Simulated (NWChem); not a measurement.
C2H5BFNO; SMILES C/C=N/B(O)F

```xyz
11

C     -0.0358     2.7466    -0.2928
C      0.0168     1.3714     0.3112
N     -0.0574     0.3113    -0.3701
B     -0.0087    -1.0737    -0.0623
O      1.1840    -1.7258     0.0590
F     -1.1558    -1.7795     0.0080
H     -0.8764     3.3146     0.1278
H      0.8768     3.3043    -0.0433
H     -0.1421     2.6861    -1.3784
H      0.1253     1.3557     1.4100
H      1.0475    -2.6805     0.1503
```
Atoms are numbered in this order, from 1.

Results from NWChem. Pople sets run with spherical d functions. Coordinates come from a B3LYP/6-31G* (spherical d) optimisation. B3LYP is NWChem's, with the RPA form of VWN correlation. Atomic charges in e: unrestrained fits to the electrostatic potential beside Mulliken populations; buried atoms are poorly determined by the fit.

For level B3LYP/def2-SVP:

```
Quantity     Value
-----------  -----
Mulliken C1   0.06
Mulliken C2  -0.03
ESP N3       -0.59
Mulliken N3  -0.04
ESP B4        0.83
Mulliken B4   0.02
ESP O5       -0.65
Mulliken O5  -0.14
```

Question: How do the values read with level Hartree-Fock/6-31G* instead?

Answer: Mulliken C1: -0.56
Mulliken C2: 0.13
ESP N3: -0.72
Mulliken N3: -0.53
ESP B4: 1.02
Mulliken B4: 0.90
ESP O5: -0.76
Mulliken O5: -0.74
